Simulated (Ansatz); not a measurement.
`NC(O)(F)[SiH3]`, relaxed with RKS PBE0-D4/def2-TZVP in the Gaussian-basis code of Ansatz from a PBE-D4/def2-SVP geometry. The force threshold is 0.005 eV/Å; the program also tests the step.

Charge 0, multiplicity 1.

Start:

```xyz
11

N    -1.276   -0.951    0.210
C    -0.089   -0.228    0.508
O    -0.361    0.850    1.370
F     0.782   -1.102    1.194
Si    0.850    0.305   -1.105
H    -1.766   -1.175    1.090
H    -1.911   -0.379   -0.359
H     0.489    1.270    1.608
H    -0.086    1.104   -1.972
H     1.996    1.185   -0.681
H     1.371   -0.879   -1.863
```

```tsv
step	energy (eV)	largest force (eV/Å)	largest move (Å)
1	-15258.4744	0.563	0.000
2	-15258.5081	0.237	0.026
3	-15258.5122	0.063	0.011
4	-15258.5127	0.030	0.007
5	-15258.5128	0.085	0.017
6	-15258.5131	0.014	0.010
7	-15258.5132	0.006	0.013
8	-15258.5132	0.006	0.003
9	-15258.5132	0.002	0.002
```

End:

```xyz
11

N    -1.274   -0.924    0.208
C    -0.079   -0.231    0.502
O    -0.328    0.833    1.372
F     0.757   -1.118    1.181
Si    0.844    0.307   -1.099
H    -1.764   -1.149    1.070
H    -1.883   -0.363   -0.374
H     0.509    1.248    1.610
H    -0.113    1.047   -1.964
H     1.945    1.218   -0.687
H     1.386   -0.869   -1.819
```

Hardware: 4 threads of an Arm Neoverse V2 on a shared host. Wall time 24 s, peak host memory 0.47 GiB.
